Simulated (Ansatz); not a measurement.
System: C₄H₆O₂ (charge 0, singlet). SMILES: CC(=O)C(C)=O
Coordinates optimised at B3LYP-D3(BJ)/def2-TZVP (Ansatz, a quantum-chemistry and plane-wave program):
```xyz
12

C      1.9685    -0.1029     0.0115
C      0.5451    -0.4654    -0.2945
O      0.2137    -1.4189    -0.9577
C     -0.5451     0.4654     0.2945
O     -0.2137     1.4189     0.9577
C     -1.9685     0.1029    -0.0115
H      2.1819     0.9052    -0.3491
H      2.6377    -0.8235    -0.4516
H      2.1221    -0.0765     1.0921
H     -2.1221     0.0765    -1.0921
H     -2.1819    -0.9052     0.3491
H     -2.6377     0.8235     0.4516
```
Charge 0, spin multiplicity 1.

Quantity: vertical triplet-singlet gap (E(triplet) - E(singlet); each state is the SCF solution reached for its spin; for the triplet the Hartree-Fock reference is unstable and T1 is 0.020), in eV. Valence correlation only, unless marked. Open shells are spin-unrestricted. Spin-orbit coupling is left out. No relativistic terms.  The program attaches cautions to a run behind CCSD/aug-cc-pVDZ: other roots. The program attaches cautions to a run behind CCSD(T)/aug-cc-pVDZ: other roots.

```json
[
 {"level": "HF/aug-cc-pVTZ", "program": "Ansatz", "vertical triplet-singlet gap (eV)": "2.39"},
 {"level": "SVWN5/def2-TZVPD", "program": "Ansatz", "vertical triplet-singlet gap (eV)": "1.89"},
 {"level": "PBE/def2-TZVPD", "program": "Ansatz", "vertical triplet-singlet gap (eV)": "1.84"},
 {"level": "r2SCAN/def2-TZVPD", "program": "Ansatz", "vertical triplet-singlet gap (eV)": "1.87"},
 {"level": "B3LYP/def2-TZVPD", "program": "Ansatz", "vertical triplet-singlet gap (eV)": "2.20"},
 {"level": "PBE0/def2-TZVPD", "program": "Ansatz", "vertical triplet-singlet gap (eV)": "2.20"},
 {"level": "BHLYP/def2-TZVPD", "program": "Ansatz", "vertical triplet-singlet gap (eV)": "2.62"},
 {"level": "CAM-B3LYP/def2-TZVPD", "program": "Ansatz", "vertical triplet-singlet gap (eV)": "2.46"},
 {"level": "wB97M-V/def2-TZVPD", "program": "Ansatz", "vertical triplet-singlet gap (eV)": "2.65"},
 {"level": "wB97X-V/def2-TZVPD", "program": "Ansatz", "vertical triplet-singlet gap (eV)": "2.62"},
 {"level": "B2PLYP/def2-TZVPD", "program": "Ansatz", "vertical triplet-singlet gap (eV)": "2.54"},
 {"level": "RI-MP2/aug-cc-pVTZ", "program": "Ansatz", "vertical triplet-singlet gap (eV)": "3.74"},
 {"level": "CCSD/aug-cc-pVDZ", "program": "Ansatz", "vertical triplet-singlet gap (eV)": "2.87"},
 {"level": "CCSD(T)/aug-cc-pVDZ", "program": "Ansatz", "vertical triplet-singlet gap (eV)": "2.70"}
]
```
